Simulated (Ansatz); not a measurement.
`[OH][AlH][SiH2]P` + HCl → `[OH][AlH][Cl]` + `[SiH3]P`  (cleavage of the Al–Si bond)

Gas-phase electronic energies from Ansatz, PBE0-D4/def2-TZVP geometries. CCSD(T)/CBS adds triple-zeta CCSD(T) − MP2 to the extrapolated MP2 energy (def2 sets, frozen cores). This one scheme is used for every species. Functionals use def2-TZVPP. Each species was taken in one conformer, which may not be the lowest.

```json
{"level": "LDA (SPW92)", "ΔE (kJ/mol)": "-144.0", "difference from CCSD(T)/CBS": "18.0"}
{"level": "B97M-V", "ΔE (kJ/mol)": "-162.6", "difference from CCSD(T)/CBS": "-0.6"}
{"level": "PBE0-D4", "ΔE (kJ/mol)": "-150.5", "difference from CCSD(T)/CBS": "11.5"}
{"level": "CAM-B3LYP-D4", "ΔE (kJ/mol)": "-166.7", "difference from CCSD(T)/CBS": "-4.7"}
{"level": "B2PLYP", "ΔE (kJ/mol)": "-167.8", "difference from CCSD(T)/CBS": "-5.8"}
{"level": "r2SCANh", "ΔE (kJ/mol)": "-164.6", "difference from CCSD(T)/CBS": "-2.6"}
{"level": "r2SCAN0", "ΔE (kJ/mol)": "-166.3", "difference from CCSD(T)/CBS": "-4.3"}
{"level": "BHLYP", "ΔE (kJ/mol)": "-174.4", "difference from CCSD(T)/CBS": "-12.4"}
{"level": "CAM-B3LYP", "ΔE (kJ/mol)": "-169.9", "difference from CCSD(T)/CBS": "-7.9"}
{"level": "LC-ωPBE", "ΔE (kJ/mol)": "-161.2", "difference from CCSD(T)/CBS": "0.8"}
{"level": "RPA@PBE/def2-TZVPP", "ΔE (kJ/mol)": "-155.1", "difference from CCSD(T)/CBS": "6.9"}
{"level": "CCSD(T)/def2-SVP", "ΔE (kJ/mol)": "-164.1", "difference from CCSD(T)/CBS": "-2.1"}
{"level": "CCSD/def2-TZVPP", "ΔE (kJ/mol)": "-163.2", "difference from CCSD(T)/CBS": "-1.2"}
{"level": "CCSD(T)/def2-TZVPP", "ΔE (kJ/mol)": "-160.1", "difference from CCSD(T)/CBS": "1.9"}
{"level": "HF/def2-QZVPP", "ΔE (kJ/mol)": "-186.1", "difference from CCSD(T)/CBS": "-24.1"}
{"level": "SCS-MP2/def2-QZVPP", "ΔE (kJ/mol)": "-171.9", "difference from CCSD(T)/CBS": "-9.9"}
{"level": "CCSD(T)/CBS", "ΔE (kJ/mol)": "-162.0", "difference from CCSD(T)/CBS": "0"}
```

Largest T1 diagnostic among the species: 0.014.

From PBE to PBE0 (25 % exact exchange), in def2-TZVPP and without D4, ΔE moves by −7.7 kJ/mol. The D4 term adds +4.4 kJ/mol with B3LYP and +2.8 kJ/mol with PBE0; it sums over pairs of atoms, weighted by their polarisabilities, and B3LYP, whose exchange is more repulsive, gets the larger term.

B3LYP here is the variant with VWN-RPA as its local correlation; programs differ in this.
